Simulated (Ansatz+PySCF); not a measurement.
The numbers below are computed, except where a source is named.
Input for Ansatz (development build ahead of 0.2.0):

```yaml
crystal:
  periodic: [false, false, false]
  atoms:
    - { symbol: H, position_ang: [0.6, 0.65, 0.0] }
    - { symbol: H, position_ang: [-0.6, 0.65, 0.0] }
    - { symbol: H, position_ang: [-0.6, -0.65, 0.0] }
    - { symbol: H, position_ang: [0.6, -0.65, 0.0] }
basis:
  gaussian: { orbitals: cc-pVDZ }
hamiltonian:
  xc: { name: wB97X }
scf:
  omitted_lower_state_checks: [stability, starts, atomic_configurations, cluster_reference, orbital_swaps, given_window_search, neighbouring_geometries, increment]
output:
  forces: true
```

The input is written out in the form of the current development build from the run's settings.

Results

```json
{
  "Converged": "yes",
  "Total energy": "-2.09758 hartree",
  "Spin squared of the determinant": "0.000"
}
```

Forces (eV/Å):
| atom | Fx | Fy | Fz |
| --- | --- | --- | --- |
| H1 | -5.626 | 4.086 | 0.000 |
| H2 | 5.626 | 4.086 | 0.000 |
| H3 | 5.626 | -4.086 | 0.000 |
| H4 | -5.626 | -4.086 | 0.000 |

Caution: an unrestricted determinant lies well below.
